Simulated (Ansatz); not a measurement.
Abridged output of a molecular run in Ansatz:

```
Functional definition: HF
1042 factors; integrals over basis functions are off by at most 1.0e-3 eV
mean field evaluation 1: about -14936.3384 eV, gradient 5.0e1 eV
mean field evaluation 2: about -14936.5081 eV, gradient 5.1e1 eV
mean field evaluation 4: about -14941.3429 eV, gradient 3.7e0 eV
mean field evaluation 8: about -14941.3957 eV, gradient 2.5e-1 eV
mean field -14941.39599240 eV, -549.0861750788 hartree, gradient 2.2e-6 eV, S^2 0.000000; 0 other end points of the search recorded, 0 dependent functions left out
7 core orbitals not correlated: weight in the atoms' cores, before any rotation towards them, 1.000 or more for the frozen orbitals, at most 0.000 for the correlated occupied ones
reference -14941.39599240 eV, -549.0861750788 hartree; 22, 22 occupied and 79, 79 virtual orbitals, 1042 factors
second order -31.94262018 eV of doubles, -0.00000000 eV of singles
cycle   1  -31.85794538 eV  change    8.5e-2 eV  update   1.2e-1
cycle   2  -32.50460825 eV  change   -6.5e-1 eV  update   3.1e-2
cycle   3  -32.66476588 eV  change   -1.6e-1 eV  update   1.5e-2
cycle   4  -32.65433171 eV  change    1.0e-2 eV  update   2.9e-3
cycle   5  -32.65201266 eV  change    2.3e-3 eV  update   1.3e-3
cycle   6  -32.65274405 eV  change   -7.3e-4 eV  update   3.6e-4
cycle   7  -32.65252642 eV  change    2.2e-4 eV  update   1.0e-4
cycle   8  -32.65240044 eV  change    1.3e-4 eV  update   3.2e-5
cycle   9  -32.65239807 eV  change    2.4e-6 eV  update   9.8e-6
perturbative correction -0.67546031 eV, -0.0248227085 hartree
Total energy: -14974.72385078 eV, -550.3109512838 hartree
```

Its atoms:

```xyz
9

F     1.7042   -1.4687   -0.5891
C     1.0000   -0.5875    0.1183
F     0.9556   -1.0179    1.3899
O    -0.2582   -0.5538   -0.4243
C    -0.9888    0.5838   -0.1992
F    -1.8906    0.6662   -1.1756
F    -1.6487    0.4987    0.9674
H     1.4956    0.3906    0.0978
H    -0.3690    1.4885   -0.1851
```

**Question.** Which basis set was used?
A. def2-QZVPP
B. def2-TZVPPD
C. cc-pV(Q+d)Z
D. def2-SVP

**Answer.** D. It gives 108 functions.

**Question.** Write the keys of the input that set method, charge and spin (a neutral closed shell needs none for the last two).

**Answer.** 
```yaml
correlation: {method: ccsd_t}
```
